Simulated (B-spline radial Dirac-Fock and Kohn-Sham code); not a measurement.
**f′ and f″ of Ge, 508.5 eV to 6.9303 keV**

Calculated with an atomic code on a B-spline grid, using the dispersion relation over Dirac-Hartree-Slater subshell photoionisation cross sections, with the Kissel-Pratt high-energy constant (isolated atom, no bound-bound lines or fine structure). The forward scattering factor is f₀ + f′ + i f″.

Edges near this range: L1 1414.6 eV, L2 1248.1 eV, L3 1217.0 eV.

```tsv
hν (eV)	λ (Å)	f′ (e)	f″ (e)	tabulated f′	tabulated f″
508.5	24.38	-8.507	7.453	–	6.89
547.4	22.65	-8.362	6.865	–	6.39
605.9	20.46	-8.272	6.106	–	5.67
743.4	16.68	-8.491	4.764	–	4.41
754.1	16.44	-8.529	4.679	–	4.33
1000	12.40	-10.389	3.245	-10.49	3.04
1253.6	9.890	-20.283	13.774	-20.14	15.95
1486.9	8.338	-6.866	14.222	-6.89	13.99
1829	6.779	-2.329	10.613	-2.34	10.34
2000	6.199	-1.418	9.306	-1.42	9.05
2037	6.087	-1.271	9.054	-1.27	8.81
2710	4.575	-0.078	5.824	-0.07	5.69
2984.4	4.154	0.036	4.989	0.04	4.88
3068	4.041	0.053	4.770	0.06	4.66
4000	3.100	-0.020	3.078	-0.01	2.94
4510.9	2.749	?	?	?	?
4723	2.625	-0.192	2.322	-0.19	2.22
5414.7	2.290	-0.371	1.836	-0.37	1.76
6000	2.066	-0.522	1.535	-0.52	1.48
6403.9	1.936	-0.626	1.369	-0.63	1.31
6930.3	1.789	-0.763	1.191	-0.76	1.14
```

Question: What are f′ and f″ at 4510.9 eV?

Answer: f′ = -0.139 and f″ = 2.512 electrons (tables: -0.13 and 2.39). By the optical theorem f″ corresponds to a photoabsorption cross section 2 rₑ λ f″ = 38900 b.

Tabulated f′: xraylib 4.2 anomalous scattering factors (Cullen et al., EPDL97); f″: Chantler's tables (J. Phys. Chem. Ref. Data 1995 and 2000). Both are theoretical tables.
